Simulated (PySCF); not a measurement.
B⁺ (boron, charge +1): UHF calculation

Configuration: [He] 2s1 2p1, high-spin 3P determinant (an excited configuration). All numbers are calculated (PySCF 2.14, scalar relativity by spin-free X2C-1e, in aug-cc-pCVTZ-DK (7s6p4d2f, 59 functions)).

* Total energy: -24.127841 hartree
* One-electron energy: -30.1992 hartree
* Hartree (Coulomb) energy: 9.6825 hartree
* Exchange energy: -3.6111 hartree
* ⟨S²⟩: 2.0000
* ⟨L²⟩: 2.013
* Sum of ⟨r⟩: 4.200 bohr
* Sum of ⟨r²⟩: 7.840 bohr²
* Traceless quadrupole moment −½Σ⟨3z² − r²⟩ along its main axis: -1.75 e·bohr²
* Langevin diamagnetic susceptibility: -6.21 ×10⁻⁶ cm³/mol

| shell | electrons | mean orbital energy (hartree) | rms radius, mean of both spins (bohr) |
| --- | --- | --- | --- |
| 1s α | 1 | -8.19605 | 0.379 |
| 1s β | 1 | -8.12268 | 0.379 |
| 2s α | 1 | -0.98177 | 1.91 |
| 2p α | 1 | -0.75599 | 1.97 |

Spin-orbit constants ζ (cm⁻¹) from the X2C one-electron operator on these orbitals: bare nucleus, nucleus screened by l(l+1)(2l+1)/3 electrons, and screened by the Breit-Pauli mean field of the electrons.

```
shell   bare  screened nucleus  mean field
   2p  32.72             19.63       14.78
```

To first order the Landé constant is A = 7.390 cm⁻¹, so the lowest level has J = 0 and lies 0.00183 eV below the centre of the term. This holds in LS coupling only.
